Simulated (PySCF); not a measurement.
# From computed data to an observable: oscillator strength and radiative lifetime

B(Me)(OH)2 (CH5BO2), SMILES CB(O)O.

Geometry optimised at B3LYP-D3(BJ)/def2-SVP. Other conformers were not sampled.

TDA-PBE0/def2-SVPD (PySCF) puts the first singlet state with f over 0.02 at 7.73 eV (vertical), with the transition dipole (0.374, 0.325, 0.014) in atomic units.

**Question.** Find the oscillator strength, the wavelength and the radiative lifetime that this transition would have in vacuum if emission retraced absorption.

**Answer.** 
|μ|² = 0.2457 au, so |μ| = 1.26 D. ΔE = 7.73/27.211 = 0.2841 hartree. f = (2/3) ΔE |μ|² = 0.047 (the program prints 0.046).
λ = 1239.84/7.73 = 160 nm; ν = 62347 cm⁻¹.
Einstein's coefficient A = 0.6670 ν² f s⁻¹ (ν in cm⁻¹) = 1.2e8 s⁻¹, so τ = 1/A = 8.3 ns. This state is S1. The figure is the radiative limit of this one transition; relaxation, internal conversion, crossing to triplets and a medium change what is measured.
